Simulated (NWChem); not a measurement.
C2H3Cl2Ga; SMILES C=[CH][Ga]([Cl])[Cl]

```xyz
8

Ga    -0.1253     0.0764     0.0000
Cl    -0.3917     2.2166     0.0000
Cl     1.9253    -0.6124     0.0000
C     -1.5712    -1.2195     0.0000
C     -1.2973    -2.5395     0.0000
H     -2.6165    -0.8650     0.0000
H     -2.0983    -3.3006     0.0000
H     -0.2609    -2.9197     0.0000
```
Atoms are numbered in this order, from 1.

Computed with NWChem. Structure relaxed at the PBE-D3(BJ)/def2-SVP level.

### Question
Predict the results for PBE0/def2-TZVP. Quantities: highest occupied level (eV); orbital gap (eV); dipole (D).

### Answer
highest occupied level (eV): -8.69
orbital gap (eV): 6.75
dipole (D): 3.04
